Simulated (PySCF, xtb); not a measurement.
C2H3BF2O, SMILES OB(F)/C=C/F.

GFN2-xTB in xtb at its own geometry gives an orbital gap of 4.55 eV and a dipole moment of 2.58 D.

Coordinates come from a PBE0-D3(BJ)/def2-SVP optimisation. The structure was generated by enumeration; whether it is a known compound was not checked. One conformer was computed; it need not be the lowest.

### Question
What does r2SCAN/def2-TZVP (PySCF) give? (Estimate from the structure and the level; the computed values follow.)

### Answer
gap 5.39 eV (levels -7.15 and -1.76 eV), dipole 1.90 D.
